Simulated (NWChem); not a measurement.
System: sulfur difluoride (SF2); SMILES FSF

Here is an NWChem input.

```
start job
memory heap 200 mb stack 900 mb global 1100 mb
geometry units angstroms noautosym nocenter noautoz
  F      1.256887     0.000000    -0.497856
  S      0.000000     0.000000     0.551976
  F     -1.256887     0.000000    -0.497856
end
basis spherical
  F library cc-pvtz
  S library cc-pvtz
end
dft
  xc xpbe96 cpbe96
  iterations 150
end
property
  shielding 2 1 2
end
task dft property
```

All runs use the structure optimised with PBE-D3(BJ)/def2-SVP.

GIAO values for the isolated, static molecule; σ is the absolute isotropic shielding.

Atoms are numbered as in the input.

**Question.** Give the results of this calculation. (PBE/cc-pVTZ, GIAO.) Quantities: basis functions; σ F1 (ppm); σ S2 (ppm).

**Answer.** 
```yaml
number_of_basis_functions: 94
"σ F1 (ppm)": 308.4
"σ S2 (ppm)": -977.1
```
